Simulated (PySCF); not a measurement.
This PySCF input asks for the NMR shieldings of SMILES [SiH2]([SiH2][Si@@H](C#C)F)[SiH3], C2H9FSi4; the geometry comes from GFN2-xTB.

```python
import basis_set_exchange as bse
import numpy as np
from pyscf import gto, dft
from pyscf.prop import nmr

atoms = """
C     3.115885    1.018706   -1.223394
C     2.603201    0.298554   -0.408551
Si    1.739305   -0.827331    0.781241
F     1.167737    0.151661    1.946085
Si   -0.118399   -1.778559   -0.208260
Si   -1.547803   -0.212852   -1.172286
Si   -2.214380    1.504656    0.231323
H     3.580090    1.652755   -1.923736
H     2.777435   -1.565589    1.497908
H    -0.820532   -2.591582    0.802579
H     0.378930   -2.785835   -1.161790
H    -2.709128   -0.902528   -1.763288
H    -0.852807    0.336323   -2.351378
H    -1.074013    2.329625    0.629154
H    -3.205603    2.402482   -0.369608
H    -2.827515    0.978458    1.454029
"""
names = dict.fromkeys(["C", "Si", "F", "H"], "pcSseg-1")
basis = {el: gto.basis.parse(bse.get_basis(n, elements=[el], fmt="nwchem")) for el, n in names.items()}
mol = gto.M(atom=atoms, basis=basis, charge=0, verbose=0)
mf = dft.RKS(mol, xc="PBE0")
mf.grids.level = 2
mf.grids.alignment = dft.numint.BLKSIZE   # the property module wants whole blocks of grid points
mf.conv_tol = 1e-9
mf.kernel()

calc = nmr.RKS(mf)   # GIAO
C = mf.mo_coeff
Co = C[:, mf.mo_occ > 0]
resp = mf.gen_response(singlet=True, hermi=2)
def vind(x):   # induced exchange potential for any number of trial vectors
    d = np.einsum("pi,xij,qj->xpq", C, 2 * x.reshape(-1, C.shape[1], Co.shape[1]), Co, optimize=True)
    return np.einsum("xpq,pi,qj->xij", resp(d - d.transpose(0, 2, 1)), C, Co, optimize=True).ravel()
mo1, _ = nmr.rhf.solve_mo1(calc, with_cphf=vind)
sigma = calc.kernel(mo1)
for i, s in enumerate(sigma):   # ppm
    w = np.linalg.eigvalsh((s + s.T) / 2)
    print("%2d %-2s iso %8.1f  s11 %8.1f  s22 %8.1f  s33 %8.1f" % (i, mol.atom_pure_symbol(i), w.mean(), *w))
```

**Question.** Give the expected output.

**Answer.** 
```
 0 C  iso     78.8  s11     -0.6  s22      5.2  s33    231.8
 1 C  iso     96.9  s11     -3.0  s22      4.1  s33    289.7
 2 Si iso    350.7  s11    263.6  s22    362.3  s33    426.2
 3 F  iso    386.4  s11    341.3  s22    374.7  s33    443.4
 4 Si iso    472.7  s11    462.5  s22    470.9  s33    484.7
 5 Si iso    477.9  s11    468.6  s22    474.8  s33    490.1
 6 Si iso    464.0  s11    451.6  s22    464.6  s33    475.7
 7 H  iso     29.3  s11     24.4  s22     25.0  s33     38.6
 8 H  iso     25.9  s11     22.8  s22     23.5  s33     31.3
 9 H  iso     28.3  s11     24.9  s22     25.6  s33     34.3
10 H  iso     28.3  s11     24.9  s22     25.5  s33     34.5
11 H  iso     28.1  s11     24.0  s22     25.6  s33     34.6
12 H  iso     28.0  s11     24.6  s22     26.0  s33     33.6
13 H  iso     28.0  s11     24.0  s22     27.2  s33     32.8
14 H  iso     28.1  s11     24.4  s22     25.3  s33     34.5
15 H  iso     28.2  s11     24.7  s22     26.3  s33     33.5
```

These numbers come from an equivalent density-fitted implementation of the same equations, which agrees with the script to about 0.01 ppm for H and up to a few tenths of a ppm for heavy atoms, so last digits may differ.

**Question.** Turn these shieldings into chemical shifts. Chemical shifts δ = σref − σ; 13C (σ = 186.93 ppm) and 29Si (σ = 349.16 ppm) and 1H (σ = 31.72 ppm) against TMS; 19F (σ = 170.95 ppm) vs CFCl3, all at this level.

**Answer.** Averaging equivalent atoms: C 0: 108.1; C 1: 90.0; Si 2: -1.6; Si 6: -114.8; Si 4: -123.5; Si 5: -128.7; F 3: -215.5; H 8: 5.85; H 12: 3.67; H 13/14/15: 3.63; H 11: 3.63; H 9: 3.46; H 10: 3.41; H 7: 2.38 ppm. Unscaled 19F shifts against computed CFCl3 carry errors that often reach 10 to 50 ppm.

Size and cost of the density-fitted run: 192 basis functions, 15 s wall time on 1 thread of an AMD EPYC 9R45 96-Core, shared host; peak memory 0.85 GiB.
